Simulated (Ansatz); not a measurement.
Cost and result up the ladder for the cluster GeS₂ (3 atoms). The state is a singlet with charge 0. Geometry: PBE0-D4/def2-TZVP.

```xyz
3

Ge   -1.162    0.553   -0.059
S     1.042    0.692    0.017
S     0.120   -1.244    0.043
```

Ansatz on 4 threads of Arm Neoverse V2 on a shared host. Times are rough, and most runs start from the orbitals of an earlier one. r2SCAN0-D4/def2-TZVP serves as the yardstick here, not as an exact answer. Binding counts from free atoms at the same level (Ge triplet, S triplet; other spins of the atoms weren't run), without zero-point energy or a counterpoise term.

B3LYP takes the VWN-RPA correlation. Correlated methods freeze 19 core orbitals; core or outer-core shells of Ge are correlated, in sets that lack core-valence functions. Another isomer (singlet) lies 0.08 eV lower at PBE0-D4/def2-TZVP; other spin states weren't run for this one.

Correlated methods converge slowly with the basis.

| level | functions | wall time | binding energy per atom (eV) | difference from r2SCAN0-D4/def2-TZVP (eV) |
| --- | --- | --- | --- | --- |
| PBE0-D4/def2-TZVP | 122 | 0.7 s | 2.86 | 0.12 |
| PBE-D4/def2-TZVP (with forces) | 122 | 0.85 s | 3.03 | 0.29 |
| B3LYP-D4/def2-TZVP | 122 | 0.96 s | 2.77 | 0.03 |
| r2SCAN-D4/def2-TZVP | 122 | 1.9 s | 2.89 | 0.15 |
| r2SCAN0-D4/def2-TZVP | 122 | 2.2 s | 2.74 | 0.00 |
| CCSD(T)/def2-TZVPP | 132 | 2.5 s | 2.65 | -0.09 |
